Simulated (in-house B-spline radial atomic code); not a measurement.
Configurations of I IV (I3+), with energies counted from [Kr] 4d10 5s2 5p2. All numbers are computed (scalar-relativistic (X2C) r2SCAN0, spin-polarised, spherical fractional occupations, exact exchange averaged over the configuration; Fermi nucleus of rms radius 4.75 fm) with a B-spline radial code for spherical atoms, not measured. Shells without spins written out take the highest spin.

Occupations are held fixed; configurations that lie above the ionisation limit could autoionise.

| configuration | E - E(ref) (eV) | highest orbital | its <r> (bohr) |
| --- | --- | --- | --- |
| [Kr] 4d10 5s2 5p1 5d1 | 16.434 | 5d up | 2.846 |
| [Kr] 4d10 5s2 5p1 6d1 | 27.301 | 6d up | 5.701 |
| [Kr] 4d10 5s1 5p2 6d1 | 36.615 | 6d up | 5.634 |
| [Ar] 3d10 4s2 4p5 4d10 5s2 5p2 5d1 | 149.57 | 5d up | 2.682 |
| [Ar] 3d9 4s2 4p6 4d10 5s2 5p2 6s1 | 644.85 | 6s up | 3.736 |

Task: Order these further configurations by energy, lowest first.
A. [Kr] 4d9 5s2 5p2 6f1
B. [Ar] 3d10 4s2 4p5 4d10 5s2 5p2 6d1
C. [Kr] 4d9 4f1 5s2 5p2
D. [Kr] 4d10 5s2 5p1 6s1
E. [Kr] 4d10 5s1 5p3

Result: E (7.9718 eV), D (18.434 eV), C (71.851 eV), A (84.644 eV), B (161.66 eV).
